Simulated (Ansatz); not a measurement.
`N#Cc1ccccc1-c1ccccc1C#N` with charge +1. Total charge 1; doublet. Geometry PBE-D4/def2-SVP, that of the neutral singlet; atoms count from 1.

Cartesian coordinates in Å:
```
N 2.3737 2.3116 -1.1162
C 1.2464 1.9955 -1.0251
C -0.1392 1.6360 -0.9283
C -1.0961 2.4574 -1.5675
C -2.4534 2.1246 -1.5235
C -2.8658 0.9711 -0.8388
C -1.9232 0.1533 -0.2028
C -0.5493 0.4634 -0.2293
C 0.4351 -0.4064 0.4634
C 1.3431 0.1378 1.3929
C 2.2680 -0.6712 2.0651
C 2.3092 -2.0522 1.8193
C 1.4222 -2.6202 0.8997
C 0.4846 -1.8098 0.2193
C -0.3859 -2.4271 -0.7400
N -1.0892 -2.9551 -1.5181
H -0.7530 3.3501 -2.1093
H -3.1912 2.7683 -2.0246
H -3.9322 0.7037 -0.7969
H -2.2572 -0.7427 0.3397
H 1.3103 1.2167 1.6012
H 2.9605 -0.2167 2.7892
H 3.0348 -2.6901 2.3451
H 1.4478 -3.6980 0.6856
```

Q: Estimate the Mulliken populations from the PBE0/def2-SVP orbitals of Ansatz.

A: 
| atom | charge (e) | spin (α − β) |
| --- | --- | --- |
| N1 | 0.09 | 0.09 |
| C2 | -0.08 | -0.05 |
| C3 | -0.10 | 0.13 |
| C4 | 0.05 | -0.08 |
| C5 | 0.05 | 0.25 |
| C6 | 0.02 | -0.03 |
| C7 | 0.00 | 0.03 |
| C8 | 0.07 | 0.17 |
| C9 | 0.07 | 0.17 |
| C10 | 0.00 | 0.03 |
| C11 | 0.02 | -0.03 |
| C12 | 0.05 | 0.25 |
| C13 | 0.05 | -0.08 |
| C14 | -0.09 | 0.13 |
| C15 | -0.08 | -0.05 |
| N16 | 0.09 | 0.09 |
| H17 | 0.09 | 0.00 |
| H18 | 0.11 | -0.01 |
| H19 | 0.10 | 0.00 |
| H20 | 0.09 | 0.00 |
| H21 | 0.09 | 0.00 |
| H22 | 0.10 | 0.00 |
| H23 | 0.11 | -0.01 |
| H24 | 0.09 | 0.00 |
Mulliken values depend strongly on the basis.

Q: Where does the spin sit?

A: Summed by element: N 0.19, C 0.83, H -0.02, of 1 unpaired in all. Largest on single atoms: C5 0.25, C12 0.25, C9 0.17.

Q: And the Mayer bond orders between heavy atoms (over 0.3)?

A: N1–C2 2.92 (1.17 Å); C2–C3 1.12 (1.43 Å); C3–C4 1.43 (1.41 Å); C3–C8 1.24 (1.43 Å); C4–C5 1.32 (1.40 Å); C5–C6 1.28 (1.40 Å); C6–C7 1.46 (1.40 Å); C7–C8 1.30 (1.41 Å); C8–C9 1.11 (1.49 Å); C9–C10 1.30 (1.41 Å); C9–C14 1.24 (1.43 Å); C10–C11 1.46 (1.40 Å); C11–C12 1.28 (1.40 Å); C12–C13 1.32 (1.40 Å); C13–C14 1.43 (1.41 Å); C14–C15 1.12 (1.43 Å); C15–N16 2.92 (1.17 Å).
